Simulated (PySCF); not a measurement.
H12N4Zn, SMILES [NH3]->[Zn+2](<-[NH3])(<-[NH3])<-[NH3], charge +2. Atoms are numbered in the order given.

```xyz
17

Zn     0.0000     0.0000     0.0000
N      1.1957    -1.1957     1.1957
H      1.8195    -0.6697     1.8195
H      1.8195    -1.8195     0.6697
H      0.6697    -1.8195     1.8195
N     -1.1957    -1.1957    -1.1957
H     -1.8195    -0.6697    -1.8195
H     -1.8195    -1.8195    -0.6697
H     -0.6697    -1.8195    -1.8195
N     -1.1957     1.1957     1.1957
H     -0.6697     1.8195     1.8195
H     -1.8195     0.6697     1.8195
H     -1.8195     1.8195     0.6697
N      1.1957     1.1957    -1.1957
H      1.8195     1.8195    -0.6697
H      0.6697     1.8195    -1.8195
H      1.8195     0.6697    -1.8195
```
Charge +2, spin multiplicity 1.

The structure is a stationary point at ωB97X-D3(BJ)/def2-SVP. The isomer is the one that the SMILES or the coordinates give; other isomers of the formula were not compared.

All values below come from PBE/pcSseg-1 run with PySCF.

GIAO shieldings, no solvent; atoms alike by connectivity are averaged. δ = σ(ref) − σ: ¹⁵N against NH3 (σ = 267.0 ppm); ¹H against TMS (σ = 31.49 ppm), references at their B3LYP-D3(BJ)/def2-TZVP geometries, non-relativistic.

Computed chemical shifts:
```
nucleus                                                 atoms  count  δ (ppm)
-------  ----------------------------------------------------  -----  -------
¹⁵N                                          N2, N6, N10, N14      4     19.3
¹H       H3, H4, H5, H7, H8, H9, H11, H12, H13, H15, H16, H17     12     2.67
```
